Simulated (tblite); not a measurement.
Question: What does the GFN2-xTB structure of `C(O[SiH2]C#C)/C=C/CC` look like in three dimensions?

Answer: 
```
atom  x, y, z in Å
C1    -5.059    1.269   -0.480
C2    -4.322    0.343   -0.269
Si3   -3.124   -1.040    0.059
O4    -1.626   -0.479    0.306
C5    -0.806    0.297   -0.525
C6     0.492    0.563    0.170
C7     1.682    0.265   -0.325
C8     2.982    0.510    0.371
C9     3.719   -0.804    0.629
H10   -5.714    2.072   -0.662
H11   -3.358   -1.674    1.347
H12   -3.193   -1.925   -1.112
H13   -1.316    1.246   -0.746
H14   -0.635   -0.225   -1.474
H15    0.395    1.008    1.151
H16    1.759   -0.196   -1.301
H17    2.805    1.025    1.317
H18    3.607    1.152   -0.256
H19    3.893   -1.333   -0.305
H20    3.131   -1.443    1.283
H21    4.680   -0.614    1.102
```

Orientation and origin are arbitrary. Atoms count from 1 in this order. The C–C distances run from 1.202 Å (C1≡C2, drawn triple) to 1.529 Å (C8–C9, drawn single), a spread of 0.327 Å. Of the pairs four or more bonds apart, H14···H16 is among the closest relative to their van der Waals radii: 2.40 Å, 100 % of the sum of Bondi's values. O4 (silyl ether oxygen) is bent (angle 130.0°). Si3 (oxygen-bound silicon) is distorted tetrahedral (angles from 99.5° to 115.8°).

Bonds between heavy atoms (Å): C1≡C2 1.202, C2–Si3 1.859, Si3–O4 1.619, O4–C5 1.401, C5–C6 1.497, C6=C7 1.322, C7–C8 1.495, C8–C9 1.529.

The geometry is computed with GFN2-xTB (gas phase).

Point group: C1 (no symmetry element, even within 0.4 Å). Its lowest GFN2-xTB frequency is 12 cm⁻¹, too small to tell a flat minimum from a shallow saddle. The numbers are those of one conformer (C2–Si3–O4–C5 -58°, Si3–O4–C5–C6 180°, O4–C5–C6–C7 124°, C6–C7–C8–C9 118°). 3 starts were optimised and ended at 0.00, 0.00 and 0.83 kcal/mol (GFN2-xTB); the lowest of these is shown.
